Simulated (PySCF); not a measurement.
C6H11ClOSi.
InChI=1S/C6H11ClOSi/c1-2-6-5-9(7)4-3-8-6/h2,6,9H,1,3-5H2/t6-,9+/m1/s1

The closed-shell ground state was solved at several levels (PySCF, density fitting, gas phase, non-relativistic). Isolated species at its PBE0-D3(BJ)/def2-SVP geometry (one conformer only).

| level | basis functions | HOMO (eV) | LUMO (eV) | gap (eV) | dipole (D) |
| --- | --- | --- | --- | --- | --- |
| PBE/pcSseg-1 | 222 | -6.02 | -1.00 | 5.02 | 1.20 |
| CAM-B3LYP/def2-SVPD | 282 | -8.90 | 1.10 | 10.00 | 1.14 |

(1) Estimate the row for PBE0/pcSseg-1, a basis of 222 functions; the other rows only guide the guess.

(2) Over all these levels, which gives the widest orbital gap and which the narrowest?

(3) How far do the dipole and the HOMO energy spread over the levels?

Answers

(1) HOMO -7.50 eV, LUMO 0.06 eV, gap 7.56 eV, dipole 1.24 D.

(2) CAM-B3LYP/def2-SVPD (range-separated hybrid) has the widest, 10.00 eV, and PBE/pcSseg-1 (GGA) the narrowest, 5.02 eV. Functional and basis both differ between the two, so the spread mixes both effects.

(3) The dipole runs from 1.14 to 1.24 D (mean 1.19 D) and the HOMO from -8.90 to -6.02 eV.
